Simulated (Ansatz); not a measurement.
`P[SiH]1CC1` + `BC[SiH3]` → `BC[SiH]1CC1` + `[SiH3]P` at 700 K and 1 bar (redistribution).

Isolated molecules relaxed with PBE0-D4/def2-TZVP in Ansatz; ΔE leaves out vibrations. CBS: MP2 limit from def2 TZ/QZ plus the TZ coupled-cluster correction, frozen cores. This one scheme is used for every species. Each species was taken in one conformer, which may not be the lowest.

```csv
species,CCSD(T)/CBS energy (Eh),H − E (kJ/mol),S (J/(mol·K))
`P[SiH]1CC1`,-710.29768,286.2,442.7
`BC[SiH3]`,-356.11784,256.7,404.7
`BC[SiH]1CC1`,-433.40462,380.7,481.1
`[SiH3]P`,-633.00997,162.4,357.3
```

H − E and S are ideal-gas, rigid-rotor, harmonic terms from PBE0-D4/def2-TZVP, for one conformer and one mirror image of each species. 1 Eh = 2625.50 kJ/mol, R = 8.31446 J/(mol·K).

Q: By hand: ΔE, ΔH, ΔS and ΔG.

A: ΔE = (-433.40462) + (-633.00997) − (-710.29768) − (-356.11784) = 0.00093 Eh = 2.4 kJ/mol. Δ(H − E) = 380.7 + 162.4 − 286.2 − 256.7 = 0.2, so ΔH = 2.6 kJ/mol. ΔS = 481.1 + 357.3 − 442.7 − 404.7 = -9.0 J/(mol·K). ΔG = 2.6 − 700 × (-9.0)/1000 = 8.9 kJ/mol.

Q: By hand: the equilibrium constant, and the temperature at which ΔG would vanish if ΔH and ΔS stayed fixed.

A: log₁₀ K = −ΔG/(RT ln 10) = -0.7. ΔH and −TΔS have one sign here, so there is no such temperature. One of them is within its doubt of zero, so this could turn.

TΔS isn't small against ΔH here. A doubt of 5 kJ/mol in ΔE shifts log₁₀ K by 0.4 here. Other conformers and mirror images would add mixing entropy, several J/(mol·K) or more a flexible species. These are equilibria of isolated gas molecules and say nothing of rates. Largest T1 diagnostic: 0.013 (customary marks: 0.02 for closed shells, 0.045 for open ones).
